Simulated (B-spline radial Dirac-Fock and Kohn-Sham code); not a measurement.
X-ray scattering factor of Yb⁴⁸⁺

System: the Yb⁴⁸⁺ ion, [Ar] 3d4.

Model: Dirac-Fock orbitals of the configuration average with a finite nucleus. Program: a B-spline atomic structure program. f₀ is the Fourier transform of the spherical electron density, S the Waller-Hartree incoherent function, and s = sin θ/λ. The electron scattering factor follows from the Mott-Bethe formula f_e = 0.023934 Å⁻¹·(Z − f₀)/s².

| s (Å⁻¹) | f₀ | S | f_e (Å) |
| --- | --- | --- | --- |
| 0 | 22.000 | 0.000 | – |
| 0.05 | 21.989 | 0.010 | 459.637 |
| 0.1 | 21.957 | 0.041 | 114.987 |
| 0.15 | 21.903 | 0.093 | 51.163 |
| 0.2 | 21.828 | 0.164 | 28.824 |
| 0.25 | 21.731 | 0.255 | 18.484 |
| 0.3 | 21.615 | 0.365 | 12.867 |
| 0.35 | 21.478 | 0.494 | 9.480 |
| 0.4 | 21.322 | 0.641 | 7.282 |
| 0.45 | 21.147 | 0.804 | 5.774 |
| 0.5 | 20.953 | 0.984 | 4.696 |
| 0.6 | 20.516 | 1.388 | 3.290 |
| 0.7 | 20.016 | 1.845 | 2.441 |
| 0.8 | 19.461 | 2.346 | 1.890 |
| 0.9 | 18.860 | 2.881 | 1.511 |
| 1 | 18.222 | 3.442 | 1.239 |
| 1.1 | 17.554 | 4.021 | 1.037 |
| 1.2 | 16.866 | 4.609 | 0.883 |
| 1.4 | 15.462 | 5.788 | 0.666 |
| 1.6 | 14.070 | 6.934 | 0.523 |
| 1.8 | 12.742 | 8.016 | 0.423 |
| 2 | 11.514 | 9.018 | 0.350 |
| 2.5 | 9.009 | 11.144 | 0.234 |
| 3 | 7.318 | 12.788 | 0.167 |
| 3.5 | 6.246 | 14.074 | 0.125 |
| 4 | 5.541 | 15.114 | 0.096 |
| 5 | 4.539 | 16.738 | 0.063 |
| 6 | 3.663 | 17.947 | 0.044 |

f₀ starts at the number of electrons, 22, and has fallen to half at s ≈ 2.10 Å⁻¹. The sum of ⟨r²⟩ over the electrons is 0.5885 bohr². For an ion f_e diverges as s goes to zero, because of the net charge.

Values without a named source are computed, but for edge energies of neutral atoms, which are taken from tables.
